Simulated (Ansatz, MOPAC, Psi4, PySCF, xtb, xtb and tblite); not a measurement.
Torsional profile of diboron tetrachloride, B2Cl4, SMILES ClB(Cl)B(Cl)Cl. Scanned: dihedral Cl1–B2–B4–Cl5; all other coordinates were relaxed at B3LYP-D3(BJ)/def2-SVP. Points at φ and −φ are mirror images.

Geometry of the scan point at 140° (Å):
```
6

Cl    -1.6847    -1.3232     0.8417
B     -0.8410    -0.0955    -0.0845
Cl    -1.7630     0.9702    -1.1288
B      0.8489     0.0906     0.0583
Cl     1.8328     0.4189    -1.3565
Cl     1.6186    -0.0021     1.6317
```

Methods: GFN2-xTB, on its own relaxed geometries (the stored frames are those of B3LYP-D3(BJ)/def2-SVP) (xtb and tblite); B3LYP/def2-TZVP // B3LYP-D3(BJ)/def2-SVP (Psi4); B3LYP-D3(BJ)/def2-TZVP // B3LYP-D3(BJ)/def2-SVP (Psi4); PBE/def2-TZVP // B3LYP-D3(BJ)/def2-SVP (Psi4); PBE-D3(BJ)/def2-TZVP // B3LYP-D3(BJ)/def2-SVP (Psi4); wB97M-V/def2-TZVP // B3LYP-D3(BJ)/def2-SVP (Psi4); RHF/cc-pVTZ // B3LYP-D3(BJ)/def2-SVP (Ansatz, a program for electronic structure); MP2/cc-pVTZ = MP2 on RHF/cc-pVTZ, frozen core // B3LYP-D3(BJ)/def2-SVP in Ansatz; CCSD/cc-pVTZ = CCSD on RHF/cc-pVTZ, frozen core // B3LYP-D3(BJ)/def2-SVP in Ansatz; CCSD(T)/cc-pVTZ = CCSD(T) on RHF/cc-pVTZ, frozen core // B3LYP-D3(BJ)/def2-SVP run with Ansatz; PM6, restricted, heats of formation // B3LYP-D3(BJ)/def2-SVP (MOPAC); PM3, restricted, heats of formation // B3LYP-D3(BJ)/def2-SVP (MOPAC); GFN1-xTB // B3LYP-D3(BJ)/def2-SVP (xtb); RKS-B3LYP/6-31G* = restricted B3LYP/6-31G*, spherical d, density fitting // B3LYP-D3(BJ)/def2-SVP (PySCF); RKS-M06-2X/6-31G* = restricted M06-2X/6-31G*, spherical d, density fitting // B3LYP-D3(BJ)/def2-SVP in PySCF; RMP2/3-21G = restricted MP2 (frozen core)/3-21G // B3LYP-D3(BJ)/def2-SVP run with PySCF; RKS-B3LYP/6-311+G** = restricted B3LYP/6-311+G**, spherical d, density fitting // B3LYP-D3(BJ)/def2-SVP (PySCF).

Least-squares fit of E(φ) = a0 + Σ (a_n cos nφ + b_n sin nφ), n = 1 to 4, to the 18 scan points, in kJ/mol above the lowest point of each profile (levels whose profile four harmonics don't fit are not listed):

```json
[
 {"method": "GFN2-xTB", "a0": "0.64", "a1": "0.00", "b1": "0.00", "a2": "0.66", "b2": "0.00", "a3": "0.00", "b3": "0.00", "a4": "-0.03", "b4": "0.00", "rms of fit": "0.01"},
 {"method": "B3LYP/def2-TZVP", "a0": "4.96", "a1": "0.02", "b1": "0.00", "a2": "5.34", "b2": "0.00", "a3": "-0.01", "b3": "0.00", "a4": "0.09", "b4": "0.00", "rms of fit": "0.01"},
 {"method": "B3LYP-D3(BJ)/def2-TZVP", "a0": "4.48", "a1": "0.01", "b1": "0.00", "a2": "4.85", "b2": "0.00", "a3": "-0.01", "b3": "0.00", "a4": "0.11", "b4": "0.00", "rms of fit": "0.01"},
 {"method": "PBE/def2-TZVP", "a0": "4.15", "a1": "0.01", "b1": "0.00", "a2": "4.45", "b2": "0.00", "a3": "-0.01", "b3": "0.00", "a4": "0.05", "b4": "0.00", "rms of fit": "0.01"},
 {"method": "PBE-D3(BJ)/def2-TZVP", "a0": "3.97", "a1": "0.01", "b1": "0.00", "a2": "4.27", "b2": "0.00", "a3": "-0.01", "b3": "0.00", "a4": "0.06", "b4": "0.00", "rms of fit": "0.01"},
 {"method": "wB97M-V/def2-TZVP", "a0": "3.16", "a1": "0.01", "b1": "0.00", "a2": "3.42", "b2": "0.00", "a3": "0.00", "b3": "0.00", "a4": "0.08", "b4": "0.00", "rms of fit": "0.01"},
 {"method": "RHF/cc-pVTZ", "a0": "5.89", "a1": "0.02", "b1": "0.00", "a2": "6.40", "b2": "0.00", "a3": "-0.02", "b3": "0.00", "a4": "0.18", "b4": "0.00", "rms of fit": "0.01"},
 {"method": "MP2/cc-pVTZ", "a0": "3.61", "a1": "0.01", "b1": "0.00", "a2": "3.93", "b2": "0.00", "a3": "0.00", "b3": "0.00", "a4": "0.13", "b4": "0.00", "rms of fit": "0.02"},
 {"method": "CCSD/cc-pVTZ", "a0": "4.01", "a1": "0.01", "b1": "0.00", "a2": "4.37", "b2": "0.00", "a3": "-0.01", "b3": "0.00", "a4": "0.15", "b4": "0.00", "rms of fit": "0.02"},
 {"method": "CCSD(T)/cc-pVTZ", "a0": "3.66", "a1": "0.01", "b1": "0.00", "a2": "3.99", "b2": "0.00", "a3": "-0.01", "b3": "0.00", "a4": "0.14", "b4": "0.00", "rms of fit": "0.02"},
 {"method": "PM6", "a0": "9.26", "a1": "0.03", "b1": "0.00", "a2": "10.08", "b2": "0.00", "a3": "-0.02", "b3": "0.00", "a4": "0.26", "b4": "0.00", "rms of fit": "0.02"},
 {"method": "PM3", "a0": "7.33", "a1": "0.00", "b1": "0.00", "a2": "7.97", "b2": "0.00", "a3": "0.02", "b3": "0.00", "a4": "0.20", "b4": "0.00", "rms of fit": "0.02"},
 {"method": "GFN1-xTB", "a0": "1.61", "a1": "0.00", "b1": "0.00", "a2": "1.75", "b2": "0.00", "a3": "0.00", "b3": "0.00", "a4": "0.06", "b4": "0.00", "rms of fit": "0.01"},
 {"method": "RKS-B3LYP/6-31G*", "a0": "4.27", "a1": "0.02", "b1": "0.00", "a2": "4.66", "b2": "0.00", "a3": "-0.01", "b3": "0.00", "a4": "0.15", "b4": "0.00", "rms of fit": "0.01"},
 {"method": "RKS-M06-2X/6-31G*", "a0": "2.28", "a1": "0.00", "b1": "0.00", "a2": "2.66", "b2": "0.00", "a3": "0.00", "b3": "0.00", "a4": "0.29", "b4": "0.00", "rms of fit": "0.00"},
 {"method": "RMP2/3-21G", "a0": "4.61", "a1": "0.02", "b1": "0.00", "a2": "4.95", "b2": "0.00", "a3": "-0.02", "b3": "0.00", "a4": "0.00", "b4": "0.00", "rms of fit": "0.08"},
 {"method": "RKS-B3LYP/6-311+G**", "a0": "4.68", "a1": "0.02", "b1": "0.00", "a2": "5.10", "b2": "0.00", "a3": "-0.01", "b3": "0.00", "a4": "0.15", "b4": "0.00", "rms of fit": "0.02"}
]
```
